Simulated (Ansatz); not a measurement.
The cluster Na7S3⁺, relaxed as a singlet with RKS r2SCAN-D4/def2-SVP in Ansatz, starting from the GFN1-xTB geometry. Force threshold 0.02 eV/Å.

The structure comes from a short search, and lower isomers may exist.

Start:

Cartesian coordinates in Å:
```
Na 4.584 1.391 -0.898
Na 0.443 1.857 -1.675
Na 0.271 -1.035 -0.682
Na -3.671 1.112 -2.865
Na -1.236 -2.674 3.749
Na 1.767 -0.144 1.848
Na -2.356 -0.276 0.724
S 2.344 0.663 -0.488
S -0.416 -1.447 1.874
S -1.730 0.552 -1.587
```

```csv
step,energy (eV),largest force component (eV/Å),SCF passes
1,-63398.0676,0.590,17
2,-63398.2686,0.167,18
3,-63398.3323,0.137,17
4,-63398.3672,0.076,17
5,-63398.3797,0.100,17
6,-63398.3880,0.010,18
7,-63398.3885,0.007,19
```

Force components are those of the run's own axes.

End:

```xyz
10

Na    4.654    0.818   -1.254
Na    0.337    2.156   -1.393
Na    0.168   -0.927   -0.592
Na   -3.442    0.677   -3.398
Na   -0.886   -3.283    3.504
Na    1.601    0.199    2.026
Na   -2.394    0.149    0.971
S     2.325    0.789   -0.407
S    -0.524   -1.309    2.052
S    -1.841    0.731   -1.508
```

By distances, no bond broke or formed. The bond that changes most is Na5–S9, from 2.39 to 2.48 Å (atoms count from 1). The end is the same structure that another start reached, the lowest one found.

The force fell under the threshold at step 6, but the optimiser went on. No frequencies were taken in this run, so the end may be a saddle point.

Run time 76 s (4 threads of Arm Neoverse N1 on a shared host).
